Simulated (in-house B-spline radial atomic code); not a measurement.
# Ionising Kr⁵⁺ with different functionals

Computed with a radial B-spline atomic code at the basis-set limit: four-component Dirac-Coulomb Hamiltonian, Fermi nucleus of rms radius 4.1884 fm, spin-restricted, spherical fractional occupations for the functionals, and exact exchange of hybrids averaged over the configuration. The ionisation energy is the difference of two self-consistent energies, [Ar] 3d10 4s2 4p1 → [Ar] 3d10 4s2, without Breit or QED terms; ε is the level of the shell that loses the electron (mean over j). The electron is taken from both j subshells in proportion to 2j + 1, so the result is a j average, not the step between ground levels.

```csv
method,rung,ΔSCF (eV),-ε(4p) (eV)
BHandHLYP,global hybrid,?,?
CAM-B3LYP,range-separated hybrid,77.75,73.93
HSE06,range-separated hybrid,?,?
wB97X,range-separated hybrid,77.52,74.87
```

Problem. What does BHandHLYP give?

Solution. ΔSCF 77.64 eV, and -ε(4p) = 74.17 eV.

Problem. What does HSE06 give?

Solution. ΔSCF 77.54 eV, and -ε(4p) = 71.83 eV.

Problem. Among the functionals, which spreads more, the ΔSCF values or the orbital energies?

Solution. The orbital energies: ΔSCF values span about 0.23 eV and the orbital energies 3.04 eV; here energy differences depend much less on the functional than eigenvalues do.

Problem. How do they compare with the NIST value?

Solution. NIST lists 78.5 eV ± 0.2 (semi-empirical, ground level to ground level). Errors run from -0.97 to -0.74 eV. The correlated functionals all miss on the same side by more than they spread, so the cause is common to them (Breit-QED terms, spin polarisation, the choice among j levels, multiplet and fine-structure energies, or a listed next ion that isn't the cheapest removal here) and closeness doesn't rank the functionals.
